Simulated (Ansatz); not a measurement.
Cost and result for the atomization energy of `[NH2][GeH2][O][SiH](N)Cl` (13 atoms, 12 bonds).

```xyz
13

N     1.3814    1.0942    1.1806
Ge   -0.4324    1.1288    1.3087
O    -1.2207   -0.3112    0.5650
Si   -0.6789   -1.2726   -0.6103
N     0.0137   -0.3404   -1.8687
Cl    0.8607   -2.4986    0.0149
H     1.7152    1.0567    0.2264
H     1.8258    0.3554    1.7079
H    -0.9645    2.3401    0.5342
H    -0.8436    1.0812    2.7819
H    -1.7917   -2.1681   -0.9863
H    -0.5706    0.2980   -2.3873
H     0.7056   -0.7635   -2.4670
```

The species carries charge 0 and has multiplicity 1. Correlated methods include outer-core shells of Ge, which these sets cover unevenly. Scalar relativity is left out up to krypton. Geometry: relaxed with PBE0-D4/def2-TZVP. It is one conformer, not always the lowest. Program: Ansatz. All runs use 2 threads of an AMD EPYC 7R13 on a shared host and a share of an NVIDIA H100 80 GB. Times are those of one run each, without the atoms' runs, and a repeat can differ threefold. Electronic energies, without spin–orbit coupling; frozen cores. CCSD(T)/CBS adds CCSD(T) − MP2 in def2-TZVPP to the MP2 limit, and its time is that of the two runs behind it. T1 = 0.011. With those shells the extrapolation isn't a true limit. B3LYP takes the VWN-RPA correlation (the form of Gaussian; ORCA's B3LYP/G).

CCSD(T)/CBS is a level of theory with its own doubt, some kJ/mol a heavy atom from the limit and from the frozen cores, so smaller differences don't rank the functionals.

```json
{"level": "B2PLYP/def2-TZVPP", "functions": "323", "wall time": "3.7 s", "atomization (kJ/mol)": "4388.0", "difference from CCSD(T)/CBS": "-82.2", "per bond": "-6.8"}
{"level": "B3LYP-D4/def2-TZVPP (with forces)", "functions": "323", "wall time": "5.5 s", "atomization (kJ/mol)": "4436.1", "difference from CCSD(T)/CBS": "-34.1", "per bond": "-2.8"}
{"level": "r2SCAN-D4/def2-TZVPP (with forces)", "functions": "323", "wall time": "6 s", "atomization (kJ/mol)": "4436.9", "difference from CCSD(T)/CBS": "-33.3", "per bond": "-2.8"}
{"level": "PBE-D4/def2-TZVPP (with forces)", "functions": "323", "wall time": "6.5 s", "atomization (kJ/mol)": "4486.2", "difference from CCSD(T)/CBS": "16.0", "per bond": "1.3"}
{"level": "ωB97M-V/def2-TZVPP (with forces)", "functions": "323", "wall time": "7 s", "atomization (kJ/mol)": "4463.6", "difference from CCSD(T)/CBS": "-6.6", "per bond": "-0.6"}
{"level": "PBE0-D4/def2-TZVPP", "functions": "323", "wall time": "7.5 s", "atomization (kJ/mol)": "4404.8", "difference from CCSD(T)/CBS": "-65.4", "per bond": "-5.5"}
{"level": "ωB97X-V/def2-TZVPP", "functions": "323", "wall time": "7.5 s", "atomization (kJ/mol)": "4483.4", "difference from CCSD(T)/CBS": "13.2", "per bond": "1.1"}
{"level": "MP2/def2-QZVPP", "functions": "610", "wall time": "7.5 s", "atomization (kJ/mol)": "4484.6", "difference from CCSD(T)/CBS": "14.4", "per bond": "1.2"}
{"level": "CCSD(T)/def2-TZVPP", "functions": "323", "wall time": "11 s", "atomization (kJ/mol)": "4328.7", "difference from CCSD(T)/CBS": "-141.5", "per bond": "-11.8"}
{"level": "CCSD(T)/CBS(def2)", "functions": "–", "wall time": "18 s", "atomization (kJ/mol)": "4470.2", "difference from CCSD(T)/CBS": "0.0", "per bond": "0.0"}
```

The D4 term adds +59.3 kJ/mol with B3LYP and +31.8 kJ/mol with PBE0; it sums over pairs of atoms, weighted by their polarisabilities, and B3LYP, whose exchange is more repulsive, gets the larger term. From PBE to PBE0 (25 % exact exchange), in def2-TZVPP and without D4, the atomization energy moves by −76.4 kJ/mol: exact exchange takes away binding that semilocal exchange gives to molecules. In def2-TZVPP, CCSD(T) changes the Hartree–Fock value by +1248.4 kJ/mol (the triples alone add +71.7 kJ/mol) and MP2 by +1319.6 kJ/mol; breaking electron pairs costs correlation energy, which Hartree–Fock lacks.
